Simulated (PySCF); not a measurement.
CHF₂, charge +1, multiplicity 1. Atoms are numbered in the order given.

```xyz
4

F      0.0000    -1.0575     0.2216
C      0.0000     0.0000    -0.4131
F      0.0000     1.0575     0.2216
H      0.0000     0.0000    -1.5100
```
Charge +1, spin multiplicity 1.

Coordinates come from a B3LYP-D3(BJ)/def2-TZVP optimisation. The multiplicity is an assumed one; other spin states were not compared. The isomer is the one that the SMILES or the coordinates give; other isomers of the formula were not compared.

Calculation: M06-2X/def2-TZVPD (PySCF).

Symmetry labels are those of the subgroup C2v that the program uses (full group C2v).

Computed valence orbital energies around the gap with their symmetry:
```
orbital  symmetry  energy (eV)
-------  --------  -----------
HOMO−7         B2       -48.15
HOMO−6         A1       -31.42
HOMO−5         A1       -28.63
HOMO−4         B2       -28.51
HOMO−3         B1       -27.15
HOMO−2         A2       -24.43
HOMO−1         B2       -24.29
HOMO           A1       -23.32
LUMO           B1        -9.84
LUMO+1         A1        -4.73
LUMO+2         A1        -4.48
LUMO+3         B2        -3.70
```
